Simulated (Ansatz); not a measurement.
This geometry of C$_{3}$H$_{6}$Si (10 atoms, charge 0, multiplicity 1) is a first-order saddle point.

Theory: RKS PBE0/def2-SVP in Ansatz 0.2.0.

```xyz
10
Properties=species:S:1:pos:R:3
C -0.815 0.835 -1.069
C -0.045 -0.001 -0.113
C 0.475 -1.234 -0.064
Si 0.806 -0.327 1.475
H -1.771 0.348 -1.323
H -1.035 1.834 -0.669
H -0.256 0.957 -2.011
H 0.521 -2.099 -0.733
H 0.050 -0.606 2.730
H 2.152 0.241 1.778
```

(1) Which two structures does it join? (They come from a converged band through this point; their orientation in space is the band's.)

(2) How far does it lie above each of them?

Results:

(1) No bond is made or broken. The dihedral H5–C1–C2–C3 goes from 0 to 122°. The two ends are copies of one structure, up to a mirror image or an exchange of like atoms.

First end point:

```xyz
10
Properties=species:S:1:pos:R:3
C -0.810 0.818 -1.082
C -0.072 -0.022 -0.109
C 0.142 -1.320 0.138
Si 1.008 -0.275 1.347
H -1.341 0.212 -1.833
H -1.543 1.455 -0.562
H -0.120 1.500 -1.604
H -0.168 -2.267 -0.313
H 0.505 -0.100 2.740
H 2.482 -0.053 1.281
```

Last end point:

```xyz
10
Properties=species:S:1:pos:R:3
C -0.836 0.810 -1.068
C -0.039 -0.013 -0.128
C 0.596 -1.190 -0.114
Si 0.757 -0.344 1.487
H -1.831 1.022 -0.648
H -0.351 1.786 -1.230
H -0.964 0.316 -2.045
H 0.759 -2.004 -0.828
H -0.032 -0.766 2.681
H 2.022 0.333 1.895
```

(2) 0.043 eV above the first and 0.043 eV above the second. This is the barrier of this one path; another mechanism may lie lower.

Run time: 77 s on 1 thread of Intel(R) Xeon(R) Platinum 8259CL CPU @ 2.50GHz (Skylake/Cascade Lake), on a shared host, peak memory 0.19 GiB.
